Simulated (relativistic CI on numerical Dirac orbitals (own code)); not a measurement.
## One change at a time: Tb XXVII

Base calculation: Dirac-Coulomb-Breit CI, KLI orbitals optimised for each configuration, QED by a radiative potential, unscaled Slater integrals.

Configuration list (outside the closed core [Ar] 3d10): 4s²4p⁶4d³, 4s²4p⁵4d⁴, 4s²4p⁶4d²4f, 4s4p⁶4d⁴, 4s²4p⁵4d³4f, 4s4p⁶4d³4f, 4s²4p⁶4d²5s, 4s²4p⁶4d4f5s, 4s²4p⁶4d²5p, 4s²4p⁶4d²5d, 4s²4p⁵4d³5s, 4s²4p⁶4d5s5p, 4s²4p⁶4d²5f, 4s²4p⁵4d³5p, 4p⁶4d⁴4f, 4s²4p⁶4d²5g, 4s²4p⁶4d²6s, 4s4p⁶4d²4f5s, 4s4p⁶4d³5s, 4s²4p⁶4d²6p, 4s²4p⁶4d²6f, 4s²4p⁶4d²7p, 4s²4p⁶4d4f², 4s²4p⁶4f³, 4s²4p⁵4d4f³, 4s4p⁶4d4f³, 4s²4p⁶4f²5s, 4s²4p⁶4d5s², 4s²4p⁶4f5s², 4s²4p⁵4d4f5s², 4s4p⁶4d4f5s², 4s²4p⁶4d5p², 4s²4p⁶4f5p², 4s²4p⁵4d4f5p², 4s4p⁶4d4f5p², 4s²4p⁶5s5p². Double excitations out of closed p, d and f shells are left out; levels of such configurations are missing from the list, as are those of other unlisted configurations, and high levels can miss mixing partners. These lack a partner that the ground configuration has and come out too high: 4s²4p⁶4d²5p, 4s²4p⁶4d²5d, 4s²4p⁵4d³5s, 4s²4p⁶4d²5f, 4s²4p⁵4d³5p.

The lowest level and the first level of each name with at least 55 % of one term (blank where a level has no safe partner in the second run):

```tsv
Level	Base (cm⁻¹)	Shift (cm⁻¹)
4s²4p⁶4d³ ⁴F3/2	0	0
4s²4p⁶4d³ ⁴F5/2	48656	0
4s²4p⁶4d³ ⁴F7/2	71217	+1
4s²4p⁶4d³ ⁴P1/2	80204	+2
4s²4p⁶4d³ ⁴P5/2	122401	+3
4s²4p⁶4d³ ²P1/2	154178	+2
4s²4p⁶4d³ ²H11/2	159476	+2
4s²4p⁶4d³ ²D5/2	166941	+5
4s²4p⁶4d³ ²F5/2	176487	+4
4s²4p⁶4d³ ²F7/2	184091	+5
4s²4p⁵4d⁴ ⁴I°15/2	1156882	+1233
```

At this charge energies of transitions that change n are usually good to better than 1 %, and those within a shell (Δn = 0) to a few per cent. Terms inside the open d or f shell come out 10 to 20 % too wide with unscaled integrals.

Q: One thing was changed in a second run, which moved the levels as shown. Which?
A. Breit term removed
B. one mean potential for all configurations
C. configuration mixing switched off
D. P86 correlation estimate
E. QED terms removed

A: D. P86 correlation estimate. A correlation estimate moves all levels of a configuration together before mixing; mixed levels move by a weighted share.

LS names give the leading component of a level, which can be under half, so a name can repeat, a term be missing and a line seem to break the LS rules.
